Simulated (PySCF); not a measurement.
H2O3S.

```xyz
6

O     -1.0935    -0.6938    -0.7500
S     -0.1904    -0.0114     0.1717
O     -0.0242     1.4477     0.2243
O      1.3128    -0.6805     0.0031
H     -0.4506    -0.4820     1.4525
H      1.9365     0.0778    -0.0186
```
Charge 0, spin multiplicity 1.

Geometry optimised at PBE-D3(BJ)/def2-SVP. The values are those of a single conformer.

Computed with PySCF with PBE/pcSseg-2. Non-relativistic, no solvent.

Task: Give the absolute GIAO shielding of each atom: isotropic value and principal components (ppm). (An estimate is asked for; the answer gives what the named calculation found.)

Result: 
| atom | σ(iso) | σ11 | σ22 | σ33 | span |
|---|---|---|---|---|---|
| O1 | 32.4 | -2.8 | 14.9 | 85.1 | 87.9 |
| S2 | 162.5 | -43.4 | 111.3 | 419.5 | 463.0 |
| O3 | 36.2 | -18.6 | 20.8 | 106.5 | 125.0 |
| O4 | 71.9 | -50.4 | -1.6 | 267.8 | 318.2 |
| H5 | 19.3 | 15.8 | 16.5 | 25.5 | 9.7 |
| H6 | 25.7 | 21.9 | 22.7 | 32.7 | 10.8 |
